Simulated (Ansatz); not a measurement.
A run for Ansatz (a quantum-chemistry and plane-wave program): U-r2SCAN/def2-TZVPP on C2H2N (SMILES [CH2]C#N), 2S+1 = 2, atoms moved off the minimum.

Ansatz 0.2 input:
```yaml
crystal:
  periodic: [false, false, false]
  atoms:
    - {symbol: C, position_ang: [-1.14373270, 0.03579609, 0.06332627]}
    - {symbol: C, position_ang: [0.15851636, -0.02034425, 0.02502491]}
    - {symbol: N, position_ang: [1.34486896, 0.00306793, -0.02490358]}
    - {symbol: H, position_ang: [-1.72832905, 0.93617525, 0.07437934]}
    - {symbol: H, position_ang: [-1.74811339, -0.94391838, -0.01104246]}
basis:
  gaussian:
    orbitals: def2-TZVPP
hamiltonian:
  xc: {name: r2SCAN}
magnetization: {spin_polarized: true, initial_magnetization: 1}
output: {forces: true}
```

Output:

```
WARN ansatz: RAYON_NUM_THREADS=1 ignored (pool sized by the plan → 1); use --threads N
Functional definition: r2SCAN
integrals: 0.03 GiB planned
633 factors; their error is unknown
mean field: 0.39 GiB planned
mean field evaluation 1: about -3588.8393 eV, gradient 3.2e1 eV
mean field evaluation 2: about -3587.5817 eV, gradient 3.5e1 eV
mean field evaluation 4: about -3593.5746 eV, gradient 1.9e0 eV
mean field evaluation 8: about -3593.6077 eV, gradient 1.9e-1 eV
mean field evaluation 16: about -3593.5944 eV, gradient 5.9e-4 eV
mean field -3593.59440710 eV, -132.0621586350 hartree, gradient 2.9e-5 eV, S^2 0.778279; 0 other end points of the search recorded, 0 dependent functions left out
the calculation of the forces begins
reference -3593.59441661 eV, -132.0621589845 hartree; 11, 10 occupied and 110, 111 virtual orbitals, 633 factors
Total energy: -3593.59441661 eV, -132.0621589845 hartree
Atom 0 at    -1.143733     0.035796     0.063326 Å, force    -4.357191    -2.226115    -0.195458 eV/Å
Atom 1 at     0.158516    -0.020344     0.025025 Å, force     4.281756     0.421921    -0.151161 eV/Å
Atom 2 at     1.344869     0.003068    -0.024904 Å, force    -1.026212    -0.195355     0.082850 eV/Å
Atom 3 at    -1.728329     0.936175     0.074379 Å, force     0.078781     0.365132     0.072447 eV/Å
Atom 4 at    -1.748113    -0.943918    -0.011042 Å, force     1.022866     1.634417     0.191323 eV/Å
Dipole moment:    -0.720499     0.006593     0.011608 e Å
```

Self-consistency was reached.

Cost: about 4 core-seconds (a rough figure).
